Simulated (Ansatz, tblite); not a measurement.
Two members of one family (Series MoX4), computed with Ansatz in the gas phase; def2 core potentials for Mo, no spin–orbit coupling. The two geometries come from different levels. HOMO and LUMO are taken over both spins. Binding counts from free atoms in the multiplicity of their measured ground term, without zero-point energy. Singlets are spin-restricted. The spins of the ions were chosen, not always searched. Names give formal oxidation states. A dash marks a value that wasn't run or was left out as unsound. The structures are stationary points that may keep the symmetry of their start. Remarks come from the PBE and PBE0 runs and from stability tests at other levels; not every state was tested.

First: Mo(OH)4 (triplet, charge 0, r2SCAN-D4/def2-SVP geometry; oxidised ion doublet).

Cartesian coordinates in Å:
```
Mo -0.1820 0.3060 -0.0494
O -0.6218 0.2614 -1.8895
H -0.4774 -0.6075 -2.3047
O -1.6557 0.6169 1.0697
H -2.1516 -0.0289 1.5921
O 0.4969 -1.4885 -0.1613
H 1.3134 -1.5795 0.3565
O 1.5225 0.7903 0.6721
H 1.7557 1.7298 0.7145
```

```tsv
level	HOMO (eV)	LUMO (eV)	gap (eV)	vertical IE (eV)	binding per atom (eV)
PBE-D4/def2-SVP	-3.83	-2.44	1.39	–	4.07
PBE-D4/def2-TZVP	-4.09	-2.65	1.44	7.46	4.04
r2SCAN-D4/def2-TZVP	-4.55	-2.24	2.31	7.75	3.88
PBE0-D4/def2-SVP	-5.71	-1.43	4.28	–	3.81
PBE0-D4/def2-TZVP	-5.88	-1.58	4.30	8.06	3.79
```

Metal–donor distances: 4 × O 1.88 to 1.92 Å. The relaxed singlet lies at -0.01 eV (LDA (SPW92)/def2-TZVP) to 0.50 eV (r2SCAN-D4/def2-TZVP) from the triplet, so the order hangs on the level. Remarks: restricted singlet, untested (singlet).

Second: Mo(OSiH3)4 (triplet, charge 0, PBE-D4/def2-SVP geometry; oxidised ion doublet).

```xyz
21

Mo    1.106    0.221    0.257
O     1.550    1.414   -1.151
Si    0.739    1.869   -2.581
H     0.652    0.707   -3.530
H     1.571    2.957   -3.200
H    -0.635    2.409   -2.288
O     1.713   -1.577    0.280
Si    1.035   -3.047   -0.256
H     0.957   -3.069   -1.756
H    -0.334   -3.270    0.332
H     1.956   -4.133    0.219
O     0.997    1.021    1.952
Si    0.031    1.566    3.236
H     0.279    3.034    3.431
H     0.411    0.808    4.475
H    -1.417    1.323    2.904
O    -0.495   -0.310   -0.713
Si   -2.149   -0.447   -0.455
H    -2.801    0.914   -0.427
H    -2.437   -1.135    0.857
H    -2.729   -1.254   -1.585
```

Question: Estimate the same table for the second.

Answer: 
| level | HOMO (eV) | LUMO (eV) | gap (eV) | vertical IE (eV) | binding per atom (eV) |
| --- | --- | --- | --- | --- | --- |
| PBE-D4/def2-SVP | -4.12 | -2.80 | 1.32 | – | 3.61 |
| PBE-D4/def2-TZVP | -4.25 | -2.92 | 1.32 | 6.95 | 3.61 |
| r2SCAN-D4/def2-TZVP | -4.71 | -2.71 | 2.00 | 7.27 | 3.59 |
| PBE0-D4/def2-SVP | -5.98 | -1.81 | 4.16 | – | 3.51 |
| PBE0-D4/def2-TZVP | -6.04 | -1.91 | 4.13 | 7.60 | 3.51 |

Metal–donor distances: 4 × O 1.88 to 1.95 Å. The relaxed singlet lies at -0.01 eV (PBE-D4/def2-TZVP) to 0.35 eV (LC-ωPBE/def2-TZVP) from the triplet, so the order hangs on the level. Remarks: restricted SCF unstable in HF (singlet).
